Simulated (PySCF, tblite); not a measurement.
Species: C₄H₉ClO₃Si.
Z-matrix (Å and degrees, GFN2-xTB geometry), rows numbered from 1:
```
C 
O   1  1.4143
C   2  1.3895  1  113.71
O   3  1.3887  2  112.00  1   -68.98
Si  4  1.6461  3  117.88  2   -66.42
O   5  1.6297  4  107.61  3   -30.26
C   6  1.3981  5  122.49  4    22.49
C   7  1.5239  6  111.18  5   -38.15
Cl  8  1.7616  3  109.60  2   -66.29
H   1  1.0933  2  110.89  3    56.60
H   1  1.0874  2  106.05  3   176.16
H   1  1.0955  2  110.38  3   -64.80
H   3  1.1058  2  110.59  1    49.84
H   5  1.4593  4  109.89  3    89.20
H   5  1.4470  4  103.45  3  -143.75
H   7  1.0956  6  110.00  5    82.39
H   7  1.0953  6  107.62  5  -158.74
H   8  1.0933  3  108.34  2   175.72
```

Jobs on this species (18 atoms, 88 electrons) with PySCF (density fitting) and tblite. Hardware of each: one thread of an Intel Xeon at 2.70 GHz, no GPU, on a shared host. Times come from a shared host and carry two figures at best.

| level and settings | work | basis functions | SCF cycles | wall time |
| --- | --- | --- | --- | --- |
| GFN2-xTB | L-BFGS relaxation | – | – | ? |
| GFN2-xTB | Hessian by finite differences | – | – | 1.9 s |
| PBE0/pcSseg-1 | shieldings, ring-centre shieldings, charges and field gradients, density and orbital grids written | 212 | 14 | 81 s |

**Question.** Fill in the missing figures.

**Answer.** 
- GFN2-xTB; L-BFGS relaxation: 2.9 s

**Question.** What do all jobs in the table cost together?

**Answer.** About 86 s; the longest takes about 94 % of that, and about 43 times as long as the shortest.
